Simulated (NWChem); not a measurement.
stibine (SbH$_{3}$); SMILES [SbH3]

Results from NWChem. All runs use the structure optimised with PBE0-D3(BJ)/def2-TZVP. def2 effective core potentials on Sb; no spin-orbit coupling. Vertical excitations in the gas phase.

**Question.** Predict the results for B3LYP/def2-SVPD, TDA. Quantities: lowest excitation, singlet (eV); orbital gap (eV).

**Answer.** The lowest excitation, singlet (eV) is 6.28 and the orbital gap (eV) is 6.96.
